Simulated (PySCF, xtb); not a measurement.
Si(Me)2(Cl)2 (C2H6Cl2Si), SMILES C[Si](C)(Cl)Cl.

Harmonic wavenumbers (cm⁻¹) from xtb with GFN2-xTB at its own minimum, in rising order: 100, 110, 129, 134, 180, 186, 194, 420, 486, 703, 757, 812, 832, 854, 855, 1377, 1379, 1469, 1469, 1472, 1474, 3031, 3034, 3045, 3047, 3048, 3050.

What does PBE-D3(BJ)/def2-SVP in PySCF give at its own minimum? (An estimate is asked for; the answer gives what the named calculation found.)

152, 153, 161, 163, 209, 213, 227, 458, 543, 673, 679, 731, 785, 813, 835, 1218, 1222, 1370, 1371, 1377, 1384, 2980, 2981, 3082, 3083, 3093, 3093. Paired by order, the mean absolute difference is 59 cm⁻¹ and the zero-point energies are 48.1 and 47.2 kcal/mol.
